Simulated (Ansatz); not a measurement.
System: BH3S2, charge 0, singlet. BH3S2 (SMILES SBS).
B3LYP-D3(BJ)/def2-TZVP minimum from Ansatz (a program for electronic structure):
```xyz
6

B     -0.5360    -0.3330     0.2993
H     -1.4447    -0.8975     0.8066
S      1.1433    -0.5802     0.8873
H      0.8421    -1.4508     1.8636
S     -0.8046     0.7906    -1.0764
H     -2.1376     0.6460    -1.1402
```

Property: atomisation energy (electronic, to ground-state atoms), in kcal/mol. Radicals and triplets start from unrestricted determinants; spin-orbit coupling is neglected. CBS(X,Y): correlation extrapolated as X^-3, Hartree-Fock from the larger set (Q,5: extrapolated as (X+1)exp(-9√X)). A bracket is a step between two methods taken in the basis named. The functionals are non-relativistic, so their misses hold any scalar relativity. Double hybrids freeze cores in their MP2 part. 'core' is core correlation in cc-pwCVTZ (1s frozen past Ne), 'X2C' scalar relativity in cc-pVTZ-DK, both at CCSD(T). For partners of very few electrons the exact lower level stands in for a higher one.

CCSD(T)/CBS(cc-pV(Q+d)Z,cc-pV(5+d)Z) + [CCSDT(Q) - CCSD(T)]/cc-pV(D+d)Z + core + X2C (Ansatz) gives 463.4 kcal/mol.

**Question.** What does PBE/def2-TZVPD (Ansatz) give here, and how do the other levels compare?

**Answer.** PBE gives 469.6 kcal/mol, 6.2 kcal/mol above it. Differences of the others: r2SCAN/def2-TZVPD (Ansatz) 4.8; B3LYP/def2-TZVPD (Ansatz) -5.9; PBE0/def2-TZVPD (Ansatz) 0.0; B2PLYP/def2-TZVPD (Ansatz) -8.3; CCSD(T)/CBS(cc-pV(Q+d)Z,cc-pV(5+d)Z) + core + X2C (Ansatz) -0.6 kcal/mol. Nearer than PBE: r2SCAN/def2-TZVPD, B3LYP/def2-TZVPD, PBE0/def2-TZVPD, CCSD(T)/CBS(cc-pV(Q+d)Z,cc-pV(5+d)Z) + core + X2C.
